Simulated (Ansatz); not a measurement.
The inner images of a band of Cl3FHf + H3P (9 atoms, charge 0, multiplicity 1) are given out of order.

These are results of RKS PBE0-D4/def2-SVP in Ansatz 0.2.0, not measurements.

First end point:

```xyz
9
Properties=species:S:1:pos:R:3
Hf 0.275 -0.151 -0.111
F 0.351 0.281 1.730
Cl 2.458 -0.113 -0.917
Cl -0.958 1.443 -1.292
Cl -0.573 -2.305 -0.428
P -3.471 -0.101 1.832
H -3.197 0.659 0.654
H -2.921 -1.303 1.292
H -2.251 0.278 2.471
```

Last end point:

```xyz
9
Properties=species:S:1:pos:R:3
Hf -0.462 -0.162 -0.152
F -0.206 1.318 1.699
Cl 1.541 -1.068 0.655
Cl -0.549 1.833 -1.375
Cl -1.129 -1.742 -1.726
P -2.467 -0.410 1.553
H -3.569 -0.349 0.659
H -2.434 -1.816 1.757
H -1.013 1.084 2.162
```

**Question.** Put them in order from the first end to the last, with their energies above the first end.
A.
```xyz
9
Properties=species:S:1:pos:R:3
Hf 0.026 0.051 -0.258
F -0.156 1.150 1.286
Cl 2.061 -0.993 0.145
Cl 0.018 1.615 -1.975
Cl -1.375 -1.673 -1.021
P -3.093 -0.302 2.190
H -3.450 -0.125 0.817
H -2.402 -1.531 1.955
H -1.917 0.497 2.093
```
B.
```xyz
9
Properties=species:S:1:pos:R:3
Hf -0.337 -0.102 -0.182
F -0.324 1.226 1.571
Cl 1.738 -0.961 0.471
Cl -0.405 1.761 -1.593
Cl -1.097 -1.788 -1.612
P -2.396 -0.405 1.527
H -3.666 -0.165 0.956
H -2.532 -1.697 2.081
H -1.269 0.819 2.013
```
C.
```xyz
9
Properties=species:S:1:pos:R:3
Hf -0.415 -0.136 -0.173
F -0.275 1.269 1.667
Cl 1.653 -0.977 0.531
Cl -0.471 1.815 -1.462
Cl -1.102 -1.753 -1.699
P -2.429 -0.422 1.561
H -3.628 -0.254 0.822
H -2.514 -1.798 1.889
H -1.108 0.942 2.095
```
D.
```xyz
9
Properties=species:S:1:pos:R:3
Hf -0.249 -0.008 -0.108
F -0.133 1.254 1.390
Cl 1.787 -1.018 0.383
Cl -0.299 1.659 -1.730
Cl -1.250 -1.774 -1.354
P -2.757 -0.253 2.012
H -3.470 -0.107 0.797
H -2.362 -1.612 1.950
H -1.557 0.549 1.892
```
E.
```xyz
9
Properties=species:S:1:pos:R:3
Hf 0.367 0.006 -0.324
F 0.090 0.613 1.446
Cl 2.617 -0.551 -0.556
Cl -0.179 1.720 -1.809
Cl -0.942 -1.876 -0.759
P -3.546 -0.284 2.129
H -3.518 0.037 0.736
H -2.787 -1.480 1.949
H -2.391 0.503 2.420
```
F.
```xyz
9
Properties=species:S:1:pos:R:3
Hf 0.317 -0.074 -0.208
F 0.240 0.358 1.632
Cl 2.561 -0.309 -0.783
Cl -0.618 1.657 -1.463
Cl -0.777 -2.090 -0.643
P -3.520 -0.177 1.933
H -3.292 0.269 0.594
H -2.843 -1.417 1.726
H -2.356 0.472 2.443
```
G.
```xyz
9
Properties=species:S:1:pos:R:3
Hf 0.281 0.071 -0.394
F -0.124 0.915 1.250
Cl 2.430 -0.808 -0.218
Cl 0.159 1.683 -2.072
Cl -1.208 -1.657 -0.887
P -3.399 -0.368 2.270
H -3.570 -0.142 0.869
H -2.578 -1.519 2.059
H -2.279 0.512 2.357
```

**Answer.** F (+0.5 kcal/mol), E (+1.2 kcal/mol), G (+1.8 kcal/mol), A (+7.1 kcal/mol), D (+23.7 kcal/mol), B (+33.8 kcal/mol), C (+32.3 kcal/mol).

Run time: 5.8 min on 4 threads of Intel(R) Xeon(R) 6975P-C (Granite Rapids) (shared host), peak memory 0.44 GiB.
